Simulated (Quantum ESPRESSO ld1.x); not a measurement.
Values are calculated unless marked as measured or tabulated.
Problem. Radial electron density D(r) = 4 pi r^2 rho(r) of an atom or ion with 12 electrons. Level of theory: non-relativistic Kohn-Sham, LDA (Slater exchange, Perdew-Wang correlation), spin-polarised, spherical densities, point nucleus (ld1.x of Quantum ESPRESSO 7.5).

| r (bohr) | D(r) (e/bohr) |
|---|---|
| 0.003137 | 0.2978 |
| 0.003956 | 0.4614 |
| 0.004989 | 0.7100 |
| 0.006291 | 1.083 |
| 0.007934 | 1.635 |
| 0.01001 | 2.433 |
| 0.01262 | 3.560 |
| 0.01604 | 5.159 |
| 0.02023 | 7.180 |
| 0.02551 | 9.655 |
| 0.03217 | 12.44 |
| 0.04058 | 15.18 |
| 0.05117 | 17.34 |
| 0.06453 | 18.29 |
| 0.08138 | 17.61 |
| 0.1026 | 15.52 |
| 0.1294 | 13.09 |
| 0.1632 | 11.90 |
| 0.2059 | 12.94 |
| 0.2617 | 15.64 |
| 0.33 | 17.43 |
| 0.4162 | 16.20 |
| 0.5249 | 11.87 |
| 0.6619 | 6.735 |
| 0.8348 | 3.309 |
| 1.053 | 2.124 |
| 1.328 | 1.850 |
| 1.674 | 1.314 |
| 2.112 | 0.5871 |
| 2.663 | 0.1465 |
| 3.358 | 0.01816 |
| 4.235 | 0.0009641 |

What is the nuclear charge?

Solution. Z = 16. The innermost maximum, from 1s, lies near 1/Z = 0.0625 bohr (found: 0.0661), and its height grows with Z. The density is that of the sulfur ion S4+ in [Ne] 3s2; the configuration itself is not fixed sharply by these data, and Z only to about a unit. D(r) has 2 maxima, at r = 0.0661, 0.341 bohr, and minima at 0.166 bohr, inside which lie 2.19 electrons.
